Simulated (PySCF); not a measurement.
Shifts of the heteroatoms

Geometry (Å), atoms numbered from 1 in this order:
```xyz
19

N    -0.8852    2.2237   -0.6245
Si   -0.8338    0.5653   -1.0222
O    -1.9431   -0.4297   -0.3062
Si   -2.6322   -0.8488    1.1451
N     0.7315   -0.0154   -0.4463
C     1.9061    0.7114   -0.4286
C     2.9260   -0.1007    0.0056
C     2.3606   -1.3835    0.2622
C     1.0197   -1.2995   -0.0261
H    -1.4496    2.8803   -1.1489
H    -0.6462    2.5674    0.2982
H    -1.0309    0.4322   -2.4834
H    -2.0051   -2.1007    1.6590
H    -4.0902   -1.0740    0.9335
H    -2.4421    0.2455    2.1460
H     1.9079    1.7584   -0.7243
H     3.9665    0.1937    0.1317
H     2.8811   -2.2690    0.6228
H     0.2376   -2.0537    0.0309
```

A single conformation, isolated molecule, fast rotation and ring inversion assumed for equivalent nuclei, non-relativistic Hamiltonian. PBE0-D3(BJ)/def2-SVP geometry; PBE0/pcSseg-1 with gauge-including orbitals; PySCF 2.14.

Q: Predict the $^{29}$Si NMR data.

A: 
```
atoms                  environment  σ (ppm)  δ (ppm)
  Si4     silicon bonded to O, 3 H    393.5    -48.1
  Si2  silicon bonded to 2 N, O, H    398.8    -52.6
```

Shieldings were converted by a linear fit to measured shifts: $^{29}$Si (scatter 9.7 ppm rms, 23.4 ppm with the 5 outliers that the fit left out vs TMS, solution or neat liquid). A few per cent of atoms miss by over 2 rms, more outside the fitted compound classes.

On a 300 MHz spectrometer $^{29}$Si resonates near 59.6 MHz, so 1 ppm is 59.6 Hz.

Q: Where does $^{15}$N resonate?

A: 
```
atoms                 environment  σ (ppm)  δ (ppm)
   N5  pyrrole-type ring nitrogen     74.5   -218.6
   N1  nitrogen bonded to Si, 2 H    231.3   -362.2
```

Shieldings were converted by a linear fit to measured shifts: $^{15}$N (scatter 7.2 ppm rms vs CH3NO2, solution or neat liquid). A few per cent of atoms miss by over 2 rms, more outside the fitted compound classes.

On a 300 MHz spectrometer $^{15}$N resonates near 30.4 MHz, so 1 ppm is 30.4 Hz.

Q: What are the $^{17}$O shifts?

A: 
| atoms | environment | σ (ppm) | δ (ppm) |
| --- | --- | --- | --- |
| O3 | oxygen bonded to 2 Si | 280.4 | 14.0 |

Shieldings were converted by a linear fit to measured shifts: $^{17}$O (scatter 13.4 ppm rms, 14.2 ppm with the 1 outlier that the fit left out vs liquid water, solution or neat liquid). Occasional misses reach two or three times the rms, and more in compound classes unlike the fitted ones.

On a 400 MHz spectrometer $^{17}$O resonates near 54.2 MHz, so 1 ppm is 54.2 Hz.
